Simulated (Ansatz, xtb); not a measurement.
Pulling on the Bi1–H2 bond in BiClH2 (SMILES [Cl][BiH2]) (multiplicity 1 held, fragments rigid). Energies count from the point at 1.802 Å.
Geometry at that point (charge 0, multiplicity 1):
```xyz
4

Bi    -0.267    -0.214     0.228
H     -1.657     0.355    -0.769
H     -0.107    -1.656    -0.842
Cl     1.409     1.123    -1.016
```

Unrestricted levels (U-) break spin symmetry where that is lower. Active spaces are followed from a long bond inwards. Curves can end on different states.

Frozen-core correlation. Filled d and f shells under p-block atoms count as core.

Programs: Ansatz (Gaussian basis) for Hartree–Fock, density functionals and correlated methods; xtb for the GFN methods. Values without a source in brackets are computed. In def2 rows elements past Kr take small-core potentials, without spin–orbit coupling. The GFN methods have no spin term and hold the electronic entropy of 300 K.

Energies in kcal/mol.

| R (Å) | GFN2-xTB | U-CCSD(T)/def2-SVP | CASSCF(2,2)/def2-SVP | FIC-MRCISD+Q on CASSCF(2,2)/def2-SVP |
|---|---|---|---|---|
| 1.442 | 30.2 | 31.8 | 32.9 | 31.6 |
| 1.622 | 4.0 | 6.3 | 6.8 | 6.1 |
| 1.802 | 0.0 | 0.0 | 0.0 | 0.0 |
| 1.983 | 4.5 | 3.2 | 2.5 | 3.3 |
| 2.163 | 12.8 | 10.6 | 9.3 | 10.7 |
| 2.433 | 27.7 | 24.3 | 21.5 | 23.8 |
| 2.703 | 42.4 | 36.8 | 32.4 | 35.4 |
| 3.154 | 61.7 | 50.6 | 44.4 | 48.2 |
| 3.605 | 73.7 | 55.1 | 49.6 | 53.9 |
| 4.145 | 80.7 | 56.2 | 51.7 | 56.1 |
| 4.866 | 83.2 | 56.4 | 52.3 | 56.8 |
| 5.767 | 83.8 | 56.4 | 52.4 | 56.9 |

Doubts at one or more of the structures used: a spin-contaminated determinant (U-CCSD(T)/def2-SVP); T1 above 0.05 (U-CCSD(T)/def2-SVP).

Ansatz is an electronic-structure program.
